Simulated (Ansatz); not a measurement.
Cost against result

Saddle point of SiNH$_{8}$OF, closed shell (SiH₃F ([F][SiH3]) + H₂O + NH₃ → SiNH₄F ([NH2][SiH2][F]) + H₂O + H₂; bonds formed: Si1–N5, H2–H8, O9–H12; bonds broken: Si1–H2, N5–H12, H8–O9), PBE0-D4/def2-TZVP structure:

Si1  (-0.974, -0.718, 0.029)
H2  (0.722, -1.242, -0.132)
H3  (-1.206, -1.845, -0.913)
H4  (-2.380, -0.212, 0.220)
N5  (-0.313, 0.846, -0.671)
H6  (1.817, 0.666, 1.432)
F7  (-0.668, -0.888, 1.610)
H8  (1.359, -0.495, 0.226)
O9  (1.830, 0.577, 0.473)
H10  (-0.984, 1.605, -0.634)
H11  (-0.003, 0.740, -1.633)
H12  (0.801, 0.967, -0.007)
(Å)

Barriers are electronic and count from the start structure reached by relaxing down the imaginary mode.

Ansatz 0.2.0; basis: as named in each row; cores frozen in the correlated methods. B3LYP uses VWN-RPA correlation. Extrapolation: Hartree–Fock as exp(−7.88 √X), correlation as X^−2.97.

Times are rough, for one single point on 4 threads of a shared host (Arm Neoverse V2).

The estimate by CCSD(T) at an estimated basis limit (MP2 extrapolated from triple and quadruple zeta, plus CCSD(T) − MP2 in triple zeta) is 175.5 kJ/mol.

```tsv
method	basis	time (s)	barrier (kJ/mol)	method less estimate
HF	STO-3G	under 1	227.4	51.9
PBE-D4	STO-3G	under 1	-6.3	-181.8
SPW92	def2-SVP	under 1	66.8	-108.8
B3LYP-D4	6-31G	under 1	161.5	-14.0
PBE-D4	def2-SVP	under 1	112.4	-63.1
PBE0-D4	def2-SVP	under 1	138.0	-37.6
SPW92	def2-TZVPP	1	84.5	-91.1
PBE-D4	def2-TZVPP	2	128.8	-46.8
BLYP-D4	def2-TZVPP	2	145.9	-29.6
B3LYP-D4	def2-TZVPP	2	160.5	-15.1
BHLYP-D4	def2-TZVPP	2	185.5	9.9
PBE0-D4	def2-TZVPP	2	148.7	-26.8
CAM-B3LYP-D4	def2-TZVPP	2	163.2	-12.4
wB97M-V	def2-SVP	3	154.4	-21.2
r2SCAN-D4	def2-TZVPP	4	136.2	-39.3
r2SCAN0-D4	def2-TZVPP	4	152.8	-22.7
CCSD(T)	def2-SVP	4	181.6	6.1
B2PLYP	def2-TZVPP	4	170.0	-5.6
RPA on PBE	def2-TZVPP	5	176.7	1.2
PBE-QIDH	def2-TZVPP	5	164.6	-11.0
wB97X-V	def2-TZVPP	6	169.0	-6.5
B97M-V	def2-TZVPP	7	155.4	-20.2
wB97M-V	def2-TZVPP	7	169.4	-6.1
MP2	def2-QZVPP	21	167.0	-8.5
CCSD(T)	def2-TZVPP	140	176.4	0.8
```

All methods are single points on the PBE0-D4 structures; a negative value means that the method puts the saddle structure below the start.

T1 diagnostic: at most 0.012.

Labels in which every atom is bracketed show which atoms are joined, not bond orders.
